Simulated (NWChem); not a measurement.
System: MoO$_{2}$Cl$_{2}$; SMILES [O]=[Mo]([Cl])([Cl])=[O]

Computed with NWChem. STO-3G and 3-21G are far too small for this property and stand as cheap habits. All runs use the structure optimised with PBE0/def2-SVP. Not confirmed as a minimum by frequencies. def2 effective core potentials on Mo; no spin-orbit coupling. B3LYP is NWChem's, with the RPA form of VWN correlation. Field at 589 nm.

```json
[
 {"level": "B3LYP/STO-3G (all-electron, non-relativistic)", "isotropic polarisability (bohr³)": "33.3", "anisotropy (bohr³)": "16.8", "relative time": "1"},
 {"level": "B3LYP/def2-SVP (core potentials)", "isotropic polarisability (bohr³)": "59.3", "anisotropy (bohr³)": "19.5", "relative time": "2"},
 {"level": "B3LYP/def2-SVPD (core potentials)", "isotropic polarisability (bohr³)": "75.1", "anisotropy (bohr³)": "21.6", "relative time": "6"}
]
```

Times are rough ratios from one shared machine.
